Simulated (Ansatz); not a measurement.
The same path of BCl2HO + BrH (7 atoms, charge 0, multiplicity 1) was run twice with different band settings. Lost on the way: Br6–H7. Made: B1–Br6, O2–H7.

Method: RKS BHLYP/def2-SVP in Ansatz.

Relaxed end points:

```xyz
7
Properties=species:S:1:pos:R:3
B -0.205 -0.507 -0.163
O -0.406 0.312 0.876
H -1.214 0.150 1.362
Cl 1.240 -0.303 -1.120
Cl -1.370 -1.766 -0.552
Br 1.124 3.109 2.400
H 0.671 1.979 1.668
```

```xyz
7
Properties=species:S:1:pos:R:3
B 0.119 0.485 0.031
O 0.028 0.003 1.593
H -0.850 -0.361 1.758
Cl 1.550 -0.338 -0.665
Cl -1.486 -0.049 -0.634
Br 0.309 2.469 0.217
H 0.171 0.764 2.170
```

Common settings: movable images 7; climbing image yes; spring 5.0 eV/Å²; optimiser quadratic models (default); force threshold 0.05 eV/Å; iteration limit 60; end points relaxed.

| run | start path |
| --- | --- |
| 1 | through a guess of the saddle point |
| 2 | straight line |

Question: What does each run give, and how far can it be trusted?

Answer: Run 1: converged after 21 iterations, highest image 1.352 eV above the first end. A vibrational analysis at the climbing image gives one clearly imaginary mode, 1091i cm⁻¹: a first-order saddle point.
Run 2: converged after 17 iterations, highest image 1.352 eV above the first end. Another band between the same ends (7 images) ends at a top of the same energy, where a vibrational analysis finds 1 clearly imaginary mode.
The orbitals stay closed-shell, which can raise the energy where a bond breaks towards radicals; this wasn't checked here.
